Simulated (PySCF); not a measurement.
# NMR data sheet: 1-methyl-1H-indene

| Property | Result |
| --- | --- |
| Formula | C10H10 |
| SMILES | C[C@H]1C=Cc2ccccc21 |
| InChI | InChI=1S/C10H10/c1-8-6-7-9-4-2-3-5-10(8)9/h2-8H,1H3/t8-/m0/s1 |
| Point group of the computed structure | C1 |
| Degrees of unsaturation | 6 |
| Carbon signals | 10 |
| Proton signals | 8 |

Molfile (atoms numbered from 1):
```
C10H10
     RDKit          3D

 20 21  0  0  0  0  0  0  0  0999 V2000
   -2.1277   -1.4403   -0.0259 C   0  0  0  0  0  0  0  0  0  0  0  0
   -1.4390   -0.1333   -0.4186 C   0  0  1  0  0  0  0  0  0  0  0  0
   -1.7299    1.0156    0.5118 C   0  0  0  0  0  0  0  0  0  0  0  0
   -0.5930    1.5432    1.0063 C   0  0  0  0  0  0  0  0  0  0  0  0
    0.5553    0.8146    0.4677 C   0  0  0  0  0  0  0  0  0  0  0  0
    1.9264    0.9709    0.6698 C   0  0  0  0  0  0  0  0  0  0  0  0
    2.8033    0.1057    0.0131 C   0  0  0  0  0  0  0  0  0  0  0  0
    2.3193   -0.8972   -0.8301 C   0  0  0  0  0  0  0  0  0  0  0  0
    0.9442   -1.0532   -1.0355 C   0  0  0  0  0  0  0  0  0  0  0  0
    0.0678   -0.1942   -0.3876 C   0  0  0  0  0  0  0  0  0  0  0  0
   -1.8185   -1.7502    0.9835 H   0  0  0  0  0  0  0  0  0  0  0  0
   -1.8681   -2.2486   -0.7259 H   0  0  0  0  0  0  0  0  0  0  0  0
   -3.2225   -1.3276   -0.0324 H   0  0  0  0  0  0  0  0  0  0  0  0
   -1.7686    0.1421   -1.4399 H   0  0  0  0  0  0  0  0  0  0  0  0
   -2.7434    1.3522    0.7381 H   0  0  0  0  0  0  0  0  0  0  0  0
   -0.5212    2.3839    1.6987 H   0  0  0  0  0  0  0  0  0  0  0  0
    2.3084    1.7539    1.3295 H   0  0  0  0  0  0  0  0  0  0  0  0
    3.8808    0.2125    0.1605 H   0  0  0  0  0  0  0  0  0  0  0  0
    3.0217   -1.5660   -1.3332 H   0  0  0  0  0  0  0  0  0  0  0  0
    0.5730   -1.8403   -1.6975 H   0  0  0  0  0  0  0  0  0  0  0  0
  1  2  1  0
  2  3  1  0
  3  4  2  0
  4  5  1  0
  5  6  2  0
  6  7  1  0
  7  8  2  0
  8  9  1  0
  9 10  2  0
 10  2  1  0
 10  5  1  0
  1 11  1  0
  1 12  1  0
  1 13  1  0
  2 14  1  6
  3 15  1  0
  4 16  1  0
  6 17  1  0
  7 18  1  0
  8 19  1  0
  9 20  1  0
M  END
```

PySCF 2.14 calculation with structure optimised with PBE0-D3(BJ)/def2-SVP and shieldings: GIAO PBE0/pcSseg-1; rapidly exchanging positions averaged, in vacuum, non-relativistic, one computed conformer.

Chemical shifts δ = σref − σ; ¹H (31.27 ppm) and ¹³C (184.41 ppm) vs TMS, all at this level.

| carbon | δC, type | δH (multiplicity) | HMBC from (2–3 bonds) | span of the C tensor (ppm) |
| --- | --- | --- | --- | --- |
| C1 | 17.6, CH3 | 1.25 (d) | H15, H14 | 27 |
| C2 | 48.0, CH | 3.39 (m) | H20, H16, H15, H11/H12/H13 | 21 |
| C3 | 149.5, CH | 6.62 (m) | H16, H14, H11/H12/H13 | 212 |
| C4 | 139.0, CH | 6.95 (d) | H17, H15, H14 | 194 |
| C5 | 149.0, C | – | H20, H17, H18, H16, H15, H14 | 205 |
| C6 | 126.3, CH | 7.48 (m) | H18, H19, H16 | 210 |
| C7 | 132.1, CH | 7.39 (m) | H20, H17, H19 | 232 |
| C8 | 130.2, CH | 7.31 (m) | H20, H17, H18 | 229 |
| C9 | 127.8, CH | 7.51 (d) | H18, H19, H14 | 221 |
| C10 | 154.4, C | – | H20, H17, H19, H16, H15, H14, H11/H12/H13 | 214 |

Carbon types of the structure: 2 × C, 7 × CH, 1 × CH3, which accounts for all hydrogens. δC 154.4, 149.0: substituted aromatic carbon. δC 149.5, 139.0: alkene CH; an sp2 carbon of a C=C bond. δC 132.1, 130.2, 127.8, 126.3: aromatic CH; the aromatic region. δC 48.0: sp3 CH on an aromatic ring; saturated and bonded to C and H only. δH 6.95, 6.62: hydrogen on an alkene CH; olefinic region.

Shifts are as computed. Against solution values, carbons near 30 ppm lie about +2 ppm off and those near 130 ppm about +5 ppm. Of 1211 compounds with measured shifts, 218 miss one by over three times the rms of a fit or turn the order of signals round; such compounds aren't used in these exercises. Multiplicities follow the n + 1 count of equivalent neighbours, as no J values were calculated; m marks all less simple cases, F and P coupling included.
